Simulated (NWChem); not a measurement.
Molecule: C2H8Si2; SMILES C(=C)[SiH2][SiH3]

```xyz
12

C      0.5708     2.5824    -0.2980
C      0.2566     1.5534     0.5000
Si    -0.7926     0.0954    -0.0402
Si     0.4136    -1.9271    -0.0063
H      1.1904     3.4119     0.0405
H      0.2212     2.6438    -1.3272
H      0.6458     1.5616     1.5202
H     -1.9762    -0.0510     0.8579
H     -1.2905     0.3559    -1.4217
H      1.5436    -1.8919    -0.9770
H     -0.4678    -3.0758    -0.3614
H      0.9808    -2.1838     1.3485
```
Atoms are numbered in this order, from 1.

Geometry: optimised at B3LYP/6-31G* (spherical d).

Give the principal values of the shielding tensors (ppm) of C1, C2, Si3, Si4 from B3LYP/6-31G* (spherical d), GIAO (NWChem), with their diamagnetic and paramagnetic parts as GIAO splits them.


```tsv
atom	σ11	σ22	σ33	isotropic	diamagnetic	paramagnetic
C1	-53.3	67.8	164.3	59.6	257.2	-197.6
C2	-34.5	60.4	180.2	68.7	254.7	-185.9
Si3	405.5	449.1	497.3	450.6	882.7	-432.1
Si4	478.4	486.1	492.8	485.8	882.3	-396.6
```
